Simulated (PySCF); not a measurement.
Be(Et)2 (C4H10Be), SMILES C[CH2][Be][CH2]C.

Coordinates come from a B3LYP-D3(BJ)/def2-SVP optimisation. The isomer is the one that the SMILES or the coordinates give; other isomers of the formula were not compared. The values are those of a single conformer.

Method: TDDFT-M06-2X/def2-SVPD run with PySCF.

Vertical excitations. Gas-phase values at a fixed geometry. State labels are in the subgroup C2.

Computed UV-visible absorptions:
```tsv
state	symmetry	energy (eV)	λ (nm)	f	main pairs
S1	A	5.83	213	0.000	HOMO→LUMO 77 %, HOMO→LUMO+5 19 %
S2	B	6.03	206	0.000	HOMO→LUMO+1 68 %, HOMO→LUMO+4 28 %
S3	B	6.74	184	0.067	HOMO→LUMO+2 83 %
S4	B	7.02	177	0.059	HOMO−1→LUMO 84 %
S5	A	7.11	174	0.004	HOMO→LUMO+3 46 %, HOMO−1→LUMO+2 43 %
S6	A	7.24	171	0.021	HOMO−1→LUMO+1 83 %
S7	B	7.63	162	0.000	HOMO→LUMO+4 67 %, HOMO→LUMO+1 28 %
S8	A	7.64	162	0.000	HOMO−1→LUMO+2 39 %, HOMO→LUMO+3 33 %, HOMO→LUMO+5 18 %, HOMO→LUMO 7 %
S9	A	7.98	155	0.001	HOMO→LUMO+5 57 %, HOMO→LUMO 12 %, HOMO−1→LUMO+2 12 %, HOMO→LUMO+3 11 %
S10	B	8.05	154	0.033	HOMO−1→LUMO+3 82 %
T1	A	5.54	224	0	HOMO→LUMO 71 %, HOMO→LUMO+5 23 %
T2	B	5.74	216	0	HOMO→LUMO+1 59 %, HOMO→LUMO+4 35 %
T3	B	6.07	204	0	HOMO−1→LUMO 63 %, HOMO−1→LUMO+5 23 %
T4	A	6.31	197	0	HOMO−1→LUMO+1 54 %, HOMO−1→LUMO+4 38 %
```
Triplets are in the Tamm–Dancoff approximation, which puts them higher than full response would, so one can lie above its singlet here.
